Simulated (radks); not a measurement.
Ionisation of the gallium ion Ga+, [Ar] 3d10 4s2, to [Ar] 3d10 4s1 as the strength of local exchange is varied. Method: Dirac Kohn-Sham, Slater X-alpha exchange (alpha = 2/3 is LDA exchange), no correlation, spin-unpolarised, spherical densities, finite nucleus; Fermi nuclear charge, rms radius 3.9973 fm; computed with a radial shooting solver on a logarithmic mesh with Libxc functionals.

| alpha | E(Ga+) (hartree) | exchange (hartree) | IE (eV) | -e of the level emptied (eV) | <r> of it (bohr) |
|---|---|---|---|---|---|
| 0.575 | -1928.69763 | -59.81978 | 19.350 | 14.563 (4s1/2) | 2.270 |
| 0.615 | -1932.86365 | -64.12382 | 19.749 | 14.945 (4s1/2) | 2.252 |
| 0.667 | -1938.29333 | -69.74658 | 20.273 | 15.447 (4s1/2) | 2.229 |
| 0.938 | -1966.84325 | -99.55112 | 23.095 | 18.180 (4s1/2) | 2.119 |
| 0.941 | -1967.16167 | -99.88575 | 23.127 | 18.211 (4s1/2) | 2.117 |

NIST Atomic Spectra Database: 20.515 eV (measured). The Delta-SCF value meets it near alpha = 0.69. Spin polarisation and multiplet splitting are left out, so open shells lie too high by an amount that depends on their filling.

Beside tabulated values, note that spin-unpolarised runs miss the spin-polarisation part of the exchange energy of open shells.
